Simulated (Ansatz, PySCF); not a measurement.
Gas-phase reaction (SMILES): BN (BNH4) + N (NH3) -> NBN + [H][H] (H2); ammonia cleaves one B-H bond, a model of a ligand-exchange step.

Each molecule is optimised on its own at B3LYP-D3(BJ)/def2-TZVP (Ansatz, a first-principles code), one conformer each, not searched for the lowest. Valence correlation only, unless marked. No spin-orbit coupling. No relativistic terms. Basis-set limits of correlation are two-point, X^-3; Hartree-Fock from the larger set. Thermal terms are rigid-rotor harmonic-oscillator values from B3LYP-D3(BJ) frequencies (Ansatz or PySCF) at 298.15 K and 1 atm. 1 Eh = 627.5095 kcal/mol.

| species | E, CCSD(T)/CBS(cc-pVTZ,cc-pVQZ) (Ansatz) (Eh) | E, B3LYP-D3(BJ)/def2-TZVPD (Ansatz + dftd3) (Eh) | H - E (Eh) | G - E (Eh) |
|---|---|---|---|---|
| BN (BNH4) | -81.92865 | -82.08579 | 0.05211 | 0.02622 |
| N (NH3) | -56.50369 | -56.58902 | 0.03799 | 0.01614 |
| NBN | -137.28416 | -137.52189 | 0.07172 | 0.04195 |
| [H][H] (H2) | -1.17450 | -1.17983 | 0.01336 | -0.00144 |

Question: Work out ΔE and ΔH, ΔG, ΔS and the equilibrium constant at 298.15 K at the first level, then ΔH at the second.

Answer: 
1. ΔE = [(-137.28416) + (-1.17450)] - [(-81.92865) + (-56.50369)] = -0.02632 Eh = -16.5 kcal/mol at CCSD(T)/CBS(cc-pVTZ,cc-pVQZ).
2. The terms H - E add up to -0.00502 Eh, so ΔH = (-0.02632 + (-0.00502))×627.5095 = -19.7 kcal/mol.
3. The terms G - E add up to -0.00185 Eh, so ΔG = -17.7 kcal/mol, and ΔS = (-0.00502 - (-0.00185))×627509.5/298.15 = -6.7 cal/(mol K).
4. log10 K = -ΔG/(RT ln 10) = 13.0, with RT ln 10 = 1.3642 kcal/mol.
5. At B3LYP-D3(BJ)/def2-TZVPD the same steps give ΔE = -16.9 and ΔH = -20.0 kcal/mol, a shift of -0.3 from the first level.
6. These values are not checked against measurement here, since the tables used lack a sound gas-phase enthalpy of formation for at least one species.
